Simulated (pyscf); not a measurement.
**H₃Si–Se–In(Cl)–Cl (SMILES [SiH3][Se][In]([Cl])[Cl]), singlet**

Gas-phase minimum from PySCF at ωB97X-D3(BJ)/def2-SVP, one conformer. 

```xyz
8

Si    -1.9877    -0.3433     0.9056
Se    -0.3144    -0.5073     2.4644
In     1.3683    -1.1379     0.8000
Cl     0.6994    -1.3119    -1.4237
Cl     3.5983    -1.5830     1.2406
H     -2.2130    -1.6505     0.2379
H     -1.6688     0.7047    -0.0970
H     -3.1869     0.0461     1.6945
```

Bonded distances (Å): Si1–Se2 2.293, Si1–H6 1.485, Si1–H7 1.485, Si1–H8 1.487, Se2–In3 2.449, In3–Cl4 2.329, In3–Cl5 2.316. Bond angles (°): Se2–Si1–H6 110.7, Se2–Si1–H7 110.7, Se2–Si1–H8 104.3, H6–Si1–H7 110.5, H6–Si1–H8 110.3, H7–Si1–H8 110.3, Si1–Se2–In3 93.3, Se2–In3–Cl4 118.1, Se2–In3–Cl5 125.6, Cl4–In3–Cl5 116.3.

Properties at ωB97X-D3(BJ)/def2-SVP:

| Property | Result |
|---|---|
| Harmonic wavenumbers, unscaled | 33, 67, 95, 99, 116, 153, 264, 382, 407, 410, 616, 620, 930, 952, 954, 2279, 2290, 2295 cm⁻¹ |
| Zero-point energy | 18.5 kcal/mol |
| Rotational symmetry number | 1 |
| Entropy of this conformer at 298 K and 1 atm, rigid rotor and harmonic oscillator, modes under 100 cm⁻¹ raised to 100 | 415.3 J/(mol K) |
| Dipole moment | 2.04 D |

Single-point totals, which compare only within one level:

```json
[
 {"level": "ωB97X-D3(BJ)/def2-TZVP", "total energy (hartree)": "-3803.64654"},
 {"level": "PBE/def2-TZVP", "total energy (hartree)": "-3802.69905"},
 {"level": "r²SCAN/def2-TZVP", "total energy (hartree)": "-3803.56666"},
 {"level": "B3LYP-D3(BJ)/def2-TZVP", "total energy (hartree)": "-3803.76253"},
 {"level": "PBE0-D3(BJ)/def2-TZVP", "total energy (hartree)": "-3802.89277"},
 {"level": "M06-2X/def2-TZVP", "total energy (hartree)": "-3803.49871"},
 {"level": "ωB97M-D3(BJ)/def2-TZVP", "total energy (hartree)": "-3803.77201"}
]
```

The lowest mode is so soft that the shape along it may change with the basis. Soft torsions are taken as harmonic, which can shift the entropy by several J/(mol K). Elements up to Kr have no core potential and no relativistic terms here. Elements past Kr carry the def2 core potentials, without spin-orbit coupling.
